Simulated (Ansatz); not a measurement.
`F[SiH][SiH](F)F` radical. The species carries charge 0 and has multiplicity 2.

Z-matrix (Å, degrees):
```
Si
Si 1 2.348
F 1 1.589 2 108.5
F 1 1.591 2 106.1 3 -115.7
H 1 1.481 2 118.9 3 122.5
F 2 1.607 1 110.0 3 -68.1
H 2 1.491 1 113.5 3 171.5
```

Task: What are the harmonic wavenumbers in cm⁻¹ at PBE0-D4/def2-TZVP (Ansatz, finite differences of forces, unscaled)? (Estimate.)

Result: Ansatz gave: 46, 106, 202, 211, 322, 435, 526, 769, 797, 816, 858, 890, 950, 2193, 2242.

Task: Is this a minimum?

Result: Yes, all 15 modes are real.

Task: Give the ideal-gas thermochemistry at 298.15 K and 1 bar (rigid rotor, harmonic oscillator; point group C1, symmetry number 1).

Result: Zero-point energy 68.0 kJ/mol; H(298) − E = 88.3 kJ/mol; entropy 357.1 J/(mol·K), of which translation 168.1, rotation 115.2, vibration 68.0, electronic 5.8; G(298) − E = -18.2 kJ/mol. Modes under 100 cm⁻¹ are hindered rotations or soft bends, so the harmonic entropy is rough.

Task: Rotational constants (cm⁻¹)?

Result: 0.1842, 0.05858, 0.04802.
